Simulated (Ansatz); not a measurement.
The same hydrogenolysis along the group B, Al, In.

Calculated with Ansatz (gas phase, PBE0-D4/def2-TZVP geometries, no zero-point term in ΔE). CBS: MP2 limit from def2 TZ/QZ plus the TZ coupled-cluster correction, frozen cores. This one scheme is used for every species. Elements past krypton have def2 core potentials. For In outer-core shells are correlated without core-valence functions, which leaves a few kJ/mol of doubt a bond. One conformer a species, not always the lowest.

(1) Order these by ΔE at CCSD(T)/CBS, lowest first. (Best estimate.)
A. `[NH2][InH][Cl]` + H₂ → `[Cl][InH2]` + NH₃
B. `NBCl` + H₂ → `BCl` + NH₃
C. `[NH2][AlH][Cl]` + H₂ → `[AlH2][Cl]` + NH₃

Largest T1 diagnostic: 0.014, for `[NH2][InH][Cl]`.

Results:

(1) A (0.0 kcal/mol), C (+19.4 kcal/mol), B (+28.1 kcal/mol).
